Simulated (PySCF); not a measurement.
o-xylylene (C₈H₈), SMILES C=c1ccccc1=C.

Geometry optimised at ωB97X-D3(BJ)/def2-SVP.

All values below come from PBE/def2-TZVP in PySCF.

Gas-phase values at a fixed geometry.

Computed frontier levels, gap, dipole moment:
```yaml
highest_occupied_level: -4.91 eV
lowest_empty_level: -2.84 eV
orbital_gap: 2.07 eV
dipole_moment: 0.027 e·Å
quadrupole, principal values (traceless, Buckingham form, about the centre of nuclear charge): -9.65, 4.69, 4.96 D·Å
```
